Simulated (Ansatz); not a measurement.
This Ansatz (a program for electronic structure) input (B3LYP/6-311++G(3df,3pd)) gives -396.43221 Eh with 104 basis functions. A basis named .json is the Basis Set Exchange file of that set (core-valence sets with the plain set on hydrogen).

Ansatz 0.2 input:
```yaml
crystal:
  periodic: [false, false, false]
  atoms:
    - {symbol: N, position_ang: [-0.00000000, -0.00000000, -0.90472069]}
    - {symbol: P, position_ang: [0.00000000, 0.00000000, 0.55016401]}
    - {symbol: H, position_ang: [-0.00000000, -0.00000000, -1.91941528]}
basis:
  gaussian:
    orbitals: 6-311++G_3df_3pd_.json
hamiltonian:
  xc: {name: B3LYP}
total_charge: 1
magnetization: {spin_polarized: false}
```

Change:
```diff
- orbitals: 6-311++G_3df_3pd_.json
+ orbitals: aug-pcseg-2
```

Task: What does the run give now?

Result: -396.43994 Eh (B3LYP/aug-pcseg-2, 119 functions), a change of -7.73 mEh.
